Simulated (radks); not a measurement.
Values are calculated unless marked as measured or tabulated.
Q: The ytterbium ion Yb27+, configuration [Kr] 4d7. Level of theory: Dirac Kohn-Sham, BLYP, spin-unpolarised, spherical densities, finite nucleus; open shells fill j = l - 1/2 first; Fermi nuclear charge, rms radius 5.3108 fm (a radial shooting solver on a logarithmic mesh with Libxc functionals). Some entries of the table are withheld. Estimate them.

| orbital | occ. | eigenvalue (eV) | r(max) (bohr) | <r^2> (bohr^2) |
|---|---|---|---|---|
| 1s1/2 | 2 | -62083.84 | 0.01237 | 0.0005300 |
| 2s1/2 | 2 | -11289.35 | 0.07078 | 0.008155 |
| 2p1/2 | 2 | (1) | 0.05297 | (2) |
| 2p3/2 | 4 | (3) | 0.05939 | (4) |
| 3s1/2 | 2 | -3262.492 | 0.1994 | 0.05311 |
| 3p1/2 | 2 | (5) | 0.1872 | 0.04895 |
| 3p3/2 | 4 | (6) | 0.2004 | 0.05547 |
| 3d3/2 | 4 | -2472.904 | 0.1578 | 0.04335 |
| 3d5/2 | 6 | -2423.866 | 0.1614 | 0.04513 |
| 4s1/2 | 2 | -1303.261 | 0.4400 | 0.2337 |
| 4p1/2 | 2 | -1215.871 | 0.4382 | 0.2359 |
| 4p3/2 | 4 | -1153.596 | 0.4616 | 0.2599 |
| 4d3/2 | 4 | (7) | 0.4508 | 0.2601 |
| 4d5/2 | 3 | (8) | 0.4576 | 0.2672 |
| 5s1/2 | 0 | -688.6685 | (9) | 0.7723 |
| 5p1/2 | 0 | (10) | 0.8520 | 0.8067 |
| 5p3/2 | 0 | (11) | 0.8880 | 0.8691 |

A: 
(1) 2p1/2 eigenvalue (eV): -10811.73
(2) 2p1/2 <r^2> (bohr^2): 0.005862
(3) 2p3/2 eigenvalue (eV): -9765.032
(4) 2p3/2 <r^2> (bohr^2): 0.007075
(5) 3p1/2 eigenvalue (eV): -3052.922
(6) 3p3/2 eigenvalue (eV): -2828.453
(7) 4d3/2 eigenvalue (eV): -1009.371
(8) 4d5/2 eigenvalue (eV): -996.4970
(9) 5s1/2 r(max) (bohr): 0.8354
(10) 5p1/2 eigenvalue (eV): -650.3477
(11) 5p3/2 eigenvalue (eV): -627.6094
